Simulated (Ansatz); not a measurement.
Species: diaminoborinic acid, sum formula H$_{5}$BN$_{2}$O, charge 0, multiplicity 1. 
Structure (B3LYP-D3(BJ)/def2-TZVP (Ansatz, an electronic-structure program) minimum search):
```xyz
9

N      1.2674    -0.5594     0.3003
B      0.0087     0.0178    -0.0050
N     -1.2056    -0.7175     0.1240
O      0.0251     1.3366    -0.4359
H      2.1166    -0.0324     0.2058
H      1.3968    -1.5005     0.6208
H     -2.1110    -0.3378    -0.0839
H     -1.2384    -1.6718     0.4339
H     -0.8407     1.6984    -0.6344
```

Basis-set convergence of Hartree-Fock and MP2 correlation energies (hartree) with Ansatz. Correlated levels leave the core frozen unless marked. Spin-orbit coupling is left out. Non-relativistic.

```
basis        functions       E(HF)  E(corr, MP2)
-----------  ---------  ----------  ------------
aug-cc-pVDZ        137  -211.53739      -0.64692
aug-cc-pVTZ        299  -211.59239      -0.78381
aug-cc-pVQZ        550  -211.60618      -0.83250
```

Extrapolating the two largest sets (X = 3 and 4) as X^-3: E(corr) = (64·(-0.83250) - 27·(-0.78381))/37 = -0.8680 Eh, an estimate of the basis-set limit. The largest set recovers 95.9 % of it, the smallest 74.5 %.
